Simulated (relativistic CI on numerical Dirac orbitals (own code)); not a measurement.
**Hyperfine structure of Yb53+, mass number 171**

Calculated at this level of theory: Dirac-Coulomb-Breit CI, orbitals from a KLI potential per configuration, model QED (radiative potential, 1s self-energy scaled to tabulated hydrogen-like ionisation energies), unscaled Slater integrals (own radial code, finite nucleus).

CI space (outside the closed core [Ne]): 3s2 3p5, 3s 3p6, 3s2 3p4 3d, 3s 3p5 3d, 3p6 3d, 3s 3p4 3d2, 3s2 3p3 3d 4p, 3p6 4s, 3s 3p4 3d 4s, 3s2 3p4 4s, 3p6 4p, 3s2 3p4 4p, 3s2 3p3 3d2, 3s2 3p2 3d3, 3s 3p3 3d3, 3s2 3p2 3d2 4s, 3s2 3p2 3d2 4p. Double excitations out of closed p, d and f shells are left out; levels of such configurations are missing from the list, as are those of other unlisted configurations, and high levels can miss mixing partners.

Nuclear spin I = 1/2, μ = 0.4923 μN (tables of Stone and Pyykkö). The electronic factors are computed for point nuclear moments, without core polarisation or the Bohr-Weisskopf and QED corrections.

```json
{"Level": "3s2 3p5 2P°_3/2", "E (10³ cm⁻¹)": "0.0", "A (GHz)": "170.5"}
{"Level": "3s2 3p4 3d 2D_3/2", "E (10³ cm⁻¹)": "1989.6", "A (GHz)": "96.1"}
{"Level": "3s2 3p5 2P°_1/2", "E (10³ cm⁻¹)": "2147.9", "A (GHz)": "1402"}
{"Level": "3s2 3p4 3d 4F_9/2", "E (10³ cm⁻¹)": "2293.2", "A (GHz)": "96.73"}
{"Level": "3s2 3p4 3d 2P_1/2", "E (10³ cm⁻¹)": "2335.2", "A (GHz)": "-58.23"}
{"Level": "3s2 3p4 3d 2D_5/2", "E (10³ cm⁻¹)": "2510.1", "A (GHz)": "48.97"}
{"Level": "3s2 3p4 3d 2D_5/2", "E (10³ cm⁻¹)": "2590.2", "A (GHz)": "74.32"}
{"Level": "3s 3p6 2S_1/2", "E (10³ cm⁻¹)": "3583.2", "A (GHz)": "3408"}
```

Levels with J = 0, under 50 % of one LS term, or S terms without an open s electron are left out. Small factors come from cancelling terms and can be off by tens of per cent or more.

At this charge energies of transitions that change n are usually good to better than 1 %, and those within a shell (Δn = 0) to a few per cent.

**Question.** Give the hyperfine levels of 3s2 3p4 3d 2D_3/2 relative to its centre of gravity.

**Answer.** With K = F(F + 1) − I(I + 1) − J(J + 1), E = AK/2: F = 1: -120.1, F = 2: 72.08 GHz.

LS names give the leading component of a level, which can be under half, so a name can repeat, a term be missing and a line seem to break the LS rules.
